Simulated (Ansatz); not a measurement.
Relaxation of CH₄NNaO (8 atoms, charge 0, multiplicity 1), to a largest force component of 0.02 eV/Å in at most 50 steps.

Method: RKS PBE0-D4/STO-3G (Ansatz 0.2.0).

```xyz
8
Properties=species:S:1:pos:R:3
N -0.354 1.033 0.321
C 0.530 0.119 -0.399
O 0.253 -1.195 -0.258
Na -0.814 -2.448 0.515
H -1.310 0.895 0.002
H -0.318 0.819 1.314
H 1.550 0.352 -0.034
H 0.105 1.778 -0.241
```

Question: Where does it end, and by what steps?

Answer: It converged. Limits of this set-up: minimal basis. After 23 steps the energy has fallen by 5.843 eV; C2 moved furthest, 1.42 Å. Parted: N1–C2, C2–H7. Joined: N1–Na4, Na4–H8.

```
step  energy less start (eV)  largest force component (eV/Å)  accepted
   0                  0.0000                           6.025       yes
   1                 -1.4043                           2.554       yes
   2                 -2.1123                           2.257       yes
   3                 -2.6514                           2.312       yes
   4                 -3.1936                           3.071       yes
   5                 -3.7361                           0.837       yes
   6                 -4.1394                           1.146       yes
   7                 -4.4505                           1.419       yes
   8                 -4.7836                           1.242       yes
   9                 -5.0874                           0.987       yes
  10                 -5.2574                           0.717       yes
  11                 -5.3337                           1.278       yes
  12                 -5.4102                           0.857       yes
  13                 -5.4925                           0.751       yes
  14                 -5.5687                           1.046       yes
  15                 -5.6504                           0.528       yes
  16                 -5.7207                           0.790       yes
  17                 -5.7702                           0.895       yes
  18                 -5.8165                           0.757       yes
  19                 -5.8359                           0.416       yes
  20                 -5.8417                           0.087       yes
  21                 -5.8429                           0.053       yes
  22                 -5.8432                           0.034       yes
  23                 -5.8432                           0.013       yes
```

```xyz
8
Properties=species:S:1:pos:R:3
N -0.850 0.810 0.787
C 1.515 -0.676 -1.034
O 0.783 -1.617 -0.620
Na -0.794 -1.262 0.521
H -1.513 1.474 0.319
H -0.570 1.325 1.656
H 0.973 0.475 -0.532
H 0.096 0.824 0.122
```

Time of the run: 41 s on 1 thread of Arm Neoverse V2 (shared host), peak memory 0.14 GiB.
